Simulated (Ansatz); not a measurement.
C2H5NO, SMILES `[H]/N=C\OC` (C–O–C–N torsion 0°) (charge 0, multiplicity 1).

Cartesian coordinates (Å):
```xyz
9

C     -1.1003     0.1760    -0.2700
O     -0.0775    -0.7657    -0.5809
C      1.1350    -0.5787    -0.0089
N      1.5339     0.3173     0.7824
H     -1.9807    -0.1453    -0.8193
H     -1.3186     0.1798     0.8009
H     -0.8176     1.1826    -0.5885
H      1.8057    -1.3690    -0.3356
H      0.8200     1.0029     1.0199
```
Charge 0, multiplicity 1.

Frozen-core energies in 6-31g from Ansatz (an electronic-structure program) at a geometry from B3LYP-D3(BJ)/def2-TZVP; the HF reference has <S^2> = 0.00 and the T1 diagnostic is 0.014.

```csv
level,energy (Ha)
HF,-207.82267
MP2,-208.23494
CCSD,-208.26270
```

Task: Estimate the energies of CCSD(T), CCSDT and CCSDT(Q), and give each level's difference from CCSDT(Q).

Result: 
```tsv
level	energy (Ha)	difference from CCSDT(Q) (mHa)
MP2	-208.23494	41.89
CCSD	-208.26270	14.14
CCSD(T)	-208.27488	1.96
CCSDT	-208.27539	1.45
CCSDT(Q)	-208.27684	0.00
```
